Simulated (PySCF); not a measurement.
A GIAO shielding run with PySCF (density fitting, non-relativistic, gas phase) on `C(C)[Si+](C)C`, [C₄H₁₁Si]+:

```
$ OMP_NUM_THREADS=1 python probes_run.py task.json out

{"job": {"kind": "nmr", "xc": "PBE0", "basis": "pcSseg-1"}, "charge": 1, "multiplicity": 1}
C     -2.028554    -0.820931     0.316729
C     -0.933512    -0.779319    -0.763829
Si     0.590929     0.190704    -0.205426
C      1.954067    -0.692889     0.743768
C      0.651313     2.053278    -0.464775
H     -2.375497     0.177122     0.568401
H     -1.675381    -1.302826     1.223904
H     -2.876980    -1.387449    -0.055885
H     -1.360352    -0.335385    -1.668410
H     -0.662539    -1.808012    -1.020688
H      2.921159    -0.207392     0.614448
H      2.060334    -1.732101     0.430044
H      1.744464    -0.703321     1.813494
H      0.182716     2.581977     0.365471
H      0.125404     2.354972    -1.371466
H      1.674832     2.420517    -0.537192
```

Hardware: 1 thread of an Arm Neoverse V1, shared host. The job also computes population analyses, field gradients.

Problem. How large is the calculation?

Solution. 48 electrons, 147 basis functions and 783 auxiliary functions.

Problem. How long does it take, and how much memory does it need?

Solution. 19 s of wall time, with 12 SCF cycles and 5 response iterations; peak memory 0.72 GiB. Times on a shared host scatter by some tens of per cent.
